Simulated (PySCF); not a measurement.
Computed shifts of a molecule CH3Cl2NSi2, B3LYP/pcSseg-1 in PySCF, GIAO, gas phase, atoms alike by connectivity averaged where their shifts nearly agree, in ppm (number of nuclei): ²⁹Si: 30.7 (1), 24.4 (1). ¹³C: 224.3 (1). ¹⁵N: 534.0 (1). ¹H: 10.13 (1), 5.78 (2). References: ³⁵Cl against HCl (σ = 933.3 ppm); ²⁹Si against TMS (σ = 338.7 ppm); ¹³C against TMS (σ = 181.3 ppm); ¹⁵N against NH3 (σ = 265.5 ppm); ¹H against TMS (σ = 31.68 ppm), references at their B3LYP-D3(BJ)/def2-TZVP geometries, non-relativistic (without spin–orbit terms, shifts of atoms bonded to Cl or Br come out too high). Coordinates come from a ωB97X-D3(BJ)/def2-SVP optimisation. Other conformers were not sampled.

Q: Pick the molecule that these values belong to.
A. Cl[Si@H]1C=N[Si@@H]1Cl
B. Cl[Si]1(Cl)N=C[SiH2]1
C. Cl[Si]1(Cl)C=N[SiH2]1

A: C, Cl[Si]1(Cl)C=N[SiH2]1
